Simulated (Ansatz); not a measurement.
Total energies of C₃H₇ClSi, SMILES `[SiH3]C1(Cl)CC1`.

Z-matrix (Å, degrees):
```
Si
C 1 1.865
H 1 1.484 2 110.2
H 1 1.484 2 110.2 3 121.3
H 1 1.489 2 107.4 3 -119.3
Cl 2 1.771 1 112.1 3 -60.8
C 2 1.501 1 121.4 3 83.5
C 2 1.501 1 121.5 3 154.9
H 7 1.082 2 116.5 1 -141.3
H 7 1.084 2 117.8 1 1.2
H 8 1.084 2 117.8 1 -1.2
H 8 1.082 2 116.5 1 141.4
```

The species carries charge 0 and has multiplicity 1. The geometry is a stationary point of PBE0-D4/def2-TZVP. Basis def2-TZVPP, Ansatz.

RPA on PBE orbitals: Hartree–Fock energy of these orbitals -866.08218 Eh, correlation -1.39405 Eh (frozen core).

```csv
functional,energy without D4 (Eh),D4 term (kJ/mol)
revPBE,-868.07003,-87.7
BLYP,-868.17248,-63.5
```

Q: Give the same for LDA (SPW92), PBE, r2SCAN, B97M-V, PBE0, B3LYP, r2SCANh, r2SCAN0, HSE06 (plane-wave form), BHLYP, CAM-B3LYP, LC-ωPBE, ωB97X-V, ωB97M-V, B2PLYP, PBE-QIDH. (An estimate is asked.)

A: Ansatz gave: 
```csv
functional,energy without D4 (Eh),D4 term (kJ/mol)
LDA (SPW92),-864.48463,–
PBE,-867.74686,-28.8
r2SCAN,-868.12144,-7.0
B97M-V,-868.06471,–
PBE0,-867.83404,-24.3
B3LYP,-868.29213,-46.5
r2SCANh,-868.11477,-7.5
r2SCAN0,-868.10582,-8.3
HSE06 (plane-wave form),-867.81211,-22.7
BHLYP,-868.17429,-35.4
CAM-B3LYP,-868.20066,-24.7
LC-ωPBE,-867.96456,–
ωB97X-V,-868.11049,–
ωB97M-V,-868.14373,–
B2PLYP,-867.88659,–
PBE-QIDH,-867.64977,–
```

B3LYP takes the VWN-RPA correlation (the form of Gaussian; ORCA's B3LYP/G). HSE06 is the plane-wave form, built on full-range PBE exchange. The double hybrids freeze the cores in their second-order part.

LC-ωPBE has ω = 0.4 bohr⁻¹.
